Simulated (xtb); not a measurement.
xtb job for CH3BrTe, SMILES C[Te]Br, GFN2-xTB. 

```
$ xtb mol.xyz --gfn 2 --sp --chrg 0 --uhf 0 --json
$ cat mol.xyz
6

Te    -0.20946717    -0.46457303     0.75917858
Br     0.54613621     1.19276464    -0.91971266
C     -0.87498961    -1.87279276    -0.73167437
H     -0.04592366    -2.19685964    -1.34901939
H     -1.64675034    -1.43489012    -1.35288129
H     -1.27986331    -2.72045885    -0.19539607
```

Output:

```
[banner left out]
          |                Calculation Setup                |
           -------------------------------------------------



           -------------------------------------------------
          |                 G F N 2 - x T B                 |
           -------------------------------------------------

        Reference                      10.1021/acs.jctc.8b01176
      * Hamiltonian:
        H0-scaling (s, p, d)           1.850000    2.230000    2.230000
        zeta-weighting                 0.500000
      * Dispersion:
        s8                             2.700000
        a1                             0.520000
        a2                             5.000000
        s9                             5.000000
      * Repulsion:
        kExp                           1.500000    1.000000
        rExp                           1.000000
      * Coulomb:
        alpha                          2.000000
        third order                    shell-resolved
        anisotropic                    true
        a3                             3.000000
        a5                             4.000000
        cn-shift                       1.200000
        cn-exp                         4.000000
        max-rad                        5.000000


          ...................................................
          :                      SETUP                      :
          :.................................................:
          :  # basis functions                  27          :
          :  # atomic orbitals                  25          :
          :  # shells                           11          :
          :  # electrons                        20          :
          :  max. iterations                   250          :
          :  Hamiltonian                  GFN2-xTB          :
          :  restarted?                      false          :
          :  GBSA solvation                  false          :
          :  PC potential                    false          :
          :  electronic temp.          300.0000000     K    :
          :  accuracy                    1.0000000          :
          :  -> integral cutoff          0.2500000E+02      :
          :  -> integral neglect         0.1000000E-07      :
          :  -> SCF convergence          0.1000000E-05 Eh   :
          :  -> wf. convergence          0.1000000E-03 e    :
          :  Broyden damping             0.4000000          :
          :  net charge                          0          :
          :  unpaired electrons                  0          :
          ...................................................

 iter      E             dE          RMSdq      gap      omega  full diag
   1    -10.8894119 -0.108894E+02  0.862E+00    3.14       0.0  T
   2    -10.8510554  0.383565E-01  0.120E+01    2.88       1.0  T
   3    -10.8431798  0.787557E-02  0.124E+01    2.87       1.0  T
   4    -10.9272466 -0.840668E-01  0.150E+00    3.11       1.0  T
   5    -10.9240053  0.324127E-02  0.188E+00    3.07       1.0  T
   6    -10.9272427 -0.323732E-02  0.153E+00    3.12       1.0  T
   7    -10.9288346 -0.159197E-02  0.907E-01    3.11       1.0  T
   8    -10.9292425 -0.407871E-03  0.118E-01    3.08       1.0  T
   9    -10.9292656 -0.231133E-04  0.423E-02    3.08       1.0  T
  10    -10.9292653  0.339558E-06  0.239E-02    3.08       1.7  T
  11    -10.9292663 -0.104062E-05  0.340E-03    3.08      12.0  T
  12    -10.9292663  0.316541E-07  0.418E-03    3.08       9.8  T
  13    -10.9292663 -0.337633E-07  0.165E-03    3.08      24.8  T
  14    -10.9292663 -0.299977E-08  0.545E-04    3.08      74.8  T
  15    -10.9292663 -0.816112E-10  0.223E-04    3.08     183.0  T

   *** convergence criteria satisfied after 15 iterations ***

         #    Occupation            Energy/Eh            Energy/eV
      -------------------------------------------------------------
         1        2.0000           -0.8575640             -23.3355
       ...           ...                  ...                  ...
         4        2.0000           -0.5110978             -13.9077
         5        2.0000           -0.5082202             -13.8294
         6        2.0000           -0.4770268             -12.9806
         7        2.0000           -0.4654014             -12.6642
         8        2.0000           -0.4386587             -11.9365
         9        2.0000           -0.4243236             -11.5464
        10        2.0000           -0.3778277             -10.2812 (HOMO)
        11                         -0.2646344              -7.2011 (LUMO)
        12                         -0.2061967              -5.6109
        13                          0.0072939               0.1985
        14                          0.0146351               0.3982
        15                          0.0333332               0.9070
       ...                                ...                  ...
        25                          0.9520480              25.9065
      -------------------------------------------------------------
                  HL-Gap            0.1131933 Eh            3.0801 eV
             Fermi-level           -0.3212311 Eh           -8.7411 eV

 SCC (total)                   0 d,  0 h,  0 min,  0.003 sec
 SCC setup                      ...        0 min,  0.000 sec (  2.030%)
 Dispersion                     ...        0 min,  0.000 sec (  0.731%)
 classical contributions        ...        0 min,  0.000 sec (  0.410%)
 integral evaluation            ...        0 min,  0.000 sec ( 15.956%)
 iterations                     ...        0 min,  0.002 sec ( 55.851%)
 molecular gradient             ...        0 min,  0.001 sec ( 23.410%)
 printout                       ...        0 min,  0.000 sec (  1.438%)

         :::::::::::::::::::::::::::::::::::::::::::::::::::::
         ::                     SUMMARY                     ::
         :::::::::::::::::::::::::::::::::::::::::::::::::::::
         :: total energy             -10.867158566115 Eh    ::
         :: gradient norm              0.000081128188 Eh/a0 ::
         :: HOMO-LUMO gap              3.080146971185 eV    ::
         ::.................................................::
         :: SCC energy               -10.929265926869 Eh    ::
         :: -> isotropic ES            0.004332182816 Eh    ::
         :: -> anisotropic ES          0.000231998092 Eh    ::
         :: -> anisotropic XC         -0.016419776532 Eh    ::
         :: -> dispersion             -0.003781472320 Eh    ::
         :: repulsion energy           0.062107360754 Eh    ::
         :: add. restraining           0.000000000000 Eh    ::
         :: total charge              -0.000000000000 e     ::
         :::::::::::::::::::::::::::::::::::::::::::::::::::::

           -------------------------------------------------
          |                Property Printout                |
           -------------------------------------------------

    * Orbital Energies and Occupations

         #    Occupation            Energy/Eh            Energy/eV
      -------------------------------------------------------------
         1        2.0000           -0.8575640             -23.3355
         2        2.0000           -0.8393760             -22.8406
         3        2.0000           -0.6121701             -16.6580
         4        2.0000           -0.5110978             -13.9077
         5        2.0000           -0.5082202             -13.8294
         6        2.0000           -0.4770268             -12.9806
         7        2.0000           -0.4654014             -12.6642
         8        2.0000           -0.4386587             -11.9365
         9        2.0000           -0.4243236             -11.5464
Note: The following floating-point exceptions are signalling: IEEE_DENORMAL
normal termination of xtb
        10        2.0000           -0.3778277             -10.2812 (HOMO)
        11                         -0.2646344              -7.2011 (LUMO)
        12                         -0.2061967              -5.6109
        13                          0.0072939               0.1985
        14                          0.0146351               0.3982
        15                          0.0333332               0.9070
        16                          0.0365341               0.9941
        17                          0.0371545               1.0110
        18                          0.0624959               1.7006
        19                          0.0628851               1.7112
        20                          0.1089932               2.9659
        21                          0.1539107               4.1881
       ...                                ...                  ...
        25                          0.9520480              25.9065
      -------------------------------------------------------------
                  HL-Gap            0.1131933 Eh            3.0801 eV
             Fermi-level           -0.3212311 Eh           -8.7411 eV

     #   Z          covCN         q      C6AA      α(0)
     1  52 Te       1.744     0.116   412.447    37.543
     2  35 Br       0.850    -0.126   188.307    22.125
     3   6 C        3.669    -0.111    22.905     6.862
     4   1 H        0.926     0.046     2.370     2.407
     5   1 H        0.926     0.047     2.364     2.404
     6   1 H        0.926     0.029     2.599     2.521

 Mol. C6AA /au·bohr⁶  :       1880.831489
 Mol. C8AA /au·bohr⁸  :     125881.144026
 Mol. α(0) /au        :         73.862132


Wiberg/Mayer (AO) data.
largest (>0.10) Wiberg bond orders for each atom

 ---------------------------------------------------------------------------
     #   Z sym  total        # sym  WBO       # sym  WBO       # sym  WBO
 ---------------------------------------------------------------------------
     1  52 Te   2.232 --     2 Br   1.226     3 C    0.993
     2  35 Br   1.259 --     1 Te   1.226
     3   6 C    3.990 --     6 H    0.995     1 Te   0.993     4 H    0.989
                             5 H    0.988
     4   1 H    0.998 --     3 C    0.989
     5   1 H    0.998 --     3 C    0.988
     6   1 H    0.999 --     3 C    0.995
 ---------------------------------------------------------------------------

Topologies differ in total number of bonds
Writing topology from bond orders to xtbtopo.mol

molecular dipole:
                 x           y           z       tot (Debye)
 q only:       -0.211      -0.459       0.293
   full:       -0.831      -1.812       1.249       5.979
molecular quadrupole (traceless):
                xx          xy          yy          xz          yz          zz
 q only:        0.096      -0.202      -0.270       0.468       1.003       0.174
  q+dip:        2.562      -2.412      -1.629       2.368       5.174      -0.933
   full:        0.636      -0.629      -0.551       2.522       5.448      -0.085


           -------------------------------------------------
          | TOTAL ENERGY              -10.867158566115 Eh   |
          | GRADIENT NORM               0.000081128188 Eh/α |
          | HOMO-LUMO GAP               3.080146971185 eV   |
           -------------------------------------------------

------------------------------------------------------------------------
------------------------------------------------------------------------
 total:
 SCF:
```

The calculation finished and met its thresholds.

Cost: very roughly 0.020 core-seconds.
